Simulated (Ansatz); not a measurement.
`C=C[SiH](S)Cl` + H₂ → `C=C[SiH2]S` + HCl  (hydrogenolysis of the Si–Cl bond)

Program: Ansatz. Geometries: PBE0-D4/def2-TZVP. ΔE: electronic, gas phase. CCSD(T)/CBS is the MP2 limit (def2-TZVPP, def2-QZVPP) plus CCSD(T) − MP2 in def2-TZVPP, frozen cores. This one scheme is used for every species. DFT in def2-TZVPP. B3LYP here is the variant with VWN-RPA as its local correlation; programs differ in this. HSE06 is defined as in plane-wave codes. One conformer a species, not always the lowest.

```json
{"level": "LDA (SPW92)", "ΔE (kJ/mol)": "81.9", "difference from CCSD(T)/CBS": "-2.2"}
{"level": "PBE-D4", "ΔE (kJ/mol)": "85.0", "difference from CCSD(T)/CBS": "0.9"}
{"level": "revPBE-D4", "ΔE (kJ/mol)": "89.3", "difference from CCSD(T)/CBS": "5.2"}
{"level": "BLYP-D4", "ΔE (kJ/mol)": "86.1", "difference from CCSD(T)/CBS": "2.0"}
{"level": "r2SCAN-D4", "ΔE (kJ/mol)": "88.6", "difference from CCSD(T)/CBS": "4.5"}
{"level": "B97M-V", "ΔE (kJ/mol)": "84.1", "difference from CCSD(T)/CBS": "0.0"}
{"level": "PBE0-D4", "ΔE (kJ/mol)": "83.3", "difference from CCSD(T)/CBS": "-0.8"}
{"level": "B3LYP-D4", "ΔE (kJ/mol)": "83.8", "difference from CCSD(T)/CBS": "-0.3"}
{"level": "r2SCANh-D4", "ΔE (kJ/mol)": "87.7", "difference from CCSD(T)/CBS": "3.6"}
{"level": "r2SCAN0-D4", "ΔE (kJ/mol)": "86.2", "difference from CCSD(T)/CBS": "2.1"}
{"level": "HSE06-D4", "ΔE (kJ/mol)": "83.1", "difference from CCSD(T)/CBS": "-1.0"}
{"level": "CAM-B3LYP-D4", "ΔE (kJ/mol)": "79.3", "difference from CCSD(T)/CBS": "-4.8"}
{"level": "ωB97X-V", "ΔE (kJ/mol)": "81.9", "difference from CCSD(T)/CBS": "-2.2"}
{"level": "ωB97M-V", "ΔE (kJ/mol)": "85.2", "difference from CCSD(T)/CBS": "1.1"}
{"level": "B2PLYP", "ΔE (kJ/mol)": "78.8", "difference from CCSD(T)/CBS": "-5.3"}
{"level": "PBE-QIDH", "ΔE (kJ/mol)": "82.8", "difference from CCSD(T)/CBS": "-1.3"}
{"level": "PBE", "ΔE (kJ/mol)": "78.1", "difference from CCSD(T)/CBS": "-6.0"}
{"level": "revPBE", "ΔE (kJ/mol)": "74.8", "difference from CCSD(T)/CBS": "-9.3"}
{"level": "BLYP", "ΔE (kJ/mol)": "71.7", "difference from CCSD(T)/CBS": "-12.4"}
{"level": "PBE0", "ΔE (kJ/mol)": "77.1", "difference from CCSD(T)/CBS": "-7.0"}
{"level": "B3LYP", "ΔE (kJ/mol)": "72.3", "difference from CCSD(T)/CBS": "-11.8"}
{"level": "r2SCAN0", "ΔE (kJ/mol)": "84.2", "difference from CCSD(T)/CBS": "0.1"}
{"level": "HSE06", "ΔE (kJ/mol)": "77.3", "difference from CCSD(T)/CBS": "-6.8"}
{"level": "BHLYP", "ΔE (kJ/mol)": "72.2", "difference from CCSD(T)/CBS": "-11.9"}
{"level": "CAM-B3LYP", "ΔE (kJ/mol)": "72.7", "difference from CCSD(T)/CBS": "-11.4"}
{"level": "LC-ωPBE", "ΔE (kJ/mol)": "76.0", "difference from CCSD(T)/CBS": "-8.1"}
{"level": "RPA@PBE/def2-TZVPP", "ΔE (kJ/mol)": "72.5", "difference from CCSD(T)/CBS": "-11.6"}
{"level": "HF/def2-SVP", "ΔE (kJ/mol)": "59.7", "difference from CCSD(T)/CBS": "-24.4"}
{"level": "MP2/def2-SVP", "ΔE (kJ/mol)": "78.4", "difference from CCSD(T)/CBS": "-5.7"}
{"level": "CCSD/def2-SVP", "ΔE (kJ/mol)": "66.1", "difference from CCSD(T)/CBS": "-18.0"}
{"level": "HF/def2-TZVPP", "ΔE (kJ/mol)": "64.5", "difference from CCSD(T)/CBS": "-19.6"}
{"level": "SCS-MP2/def2-TZVPP", "ΔE (kJ/mol)": "81.7", "difference from CCSD(T)/CBS": "-2.4"}
{"level": "CCSD/def2-TZVPP", "ΔE (kJ/mol)": "73.4", "difference from CCSD(T)/CBS": "-10.7"}
{"level": "CCSD(T)/def2-TZVPP", "ΔE (kJ/mol)": "78.0", "difference from CCSD(T)/CBS": "-6.1"}
{"level": "HF/def2-QZVPP", "ΔE (kJ/mol)": "64.3", "difference from CCSD(T)/CBS": "-19.8"}
{"level": "MP2/def2-QZVPP", "ΔE (kJ/mol)": "92.9", "difference from CCSD(T)/CBS": "8.8"}
{"level": "SCS-MP2/def2-QZVPP", "ΔE (kJ/mol)": "85.0", "difference from CCSD(T)/CBS": "0.9"}
{"level": "HF/CBS(def2)", "ΔE (kJ/mol)": "64.3", "difference from CCSD(T)/CBS": "-19.8"}
{"level": "MP2/CBS(def2)", "ΔE (kJ/mol)": "95.6", "difference from CCSD(T)/CBS": "11.5"}
{"level": "CCSD/CBS(def2)", "ΔE (kJ/mol)": "79.6", "difference from CCSD(T)/CBS": "-4.5"}
{"level": "CCSD(T)/CBS", "ΔE (kJ/mol)": "84.1", "difference from CCSD(T)/CBS": "0"}
```

Largest T1 diagnostic among the species: 0.011.

The D4 term adds +11.5 kJ/mol with B3LYP and +6.2 kJ/mol with PBE0; it sums over pairs of atoms, weighted by their polarisabilities, and B3LYP, whose exchange is more repulsive, gets the larger term. At CCSD(T), def2-SVP lies −15.3 kJ/mol from the extrapolated value and def2-TZVPP −6.1 kJ/mol. In def2-TZVPP, CCSD(T) changes the Hartree–Fock value by +13.5 kJ/mol (the triples alone add +4.6 kJ/mol) and MP2 by +24.9 kJ/mol.

CCSD(T)/CBS has its own doubt, a few kJ/mol and more with outer-core shells, so smaller differences from it don't rank the levels.
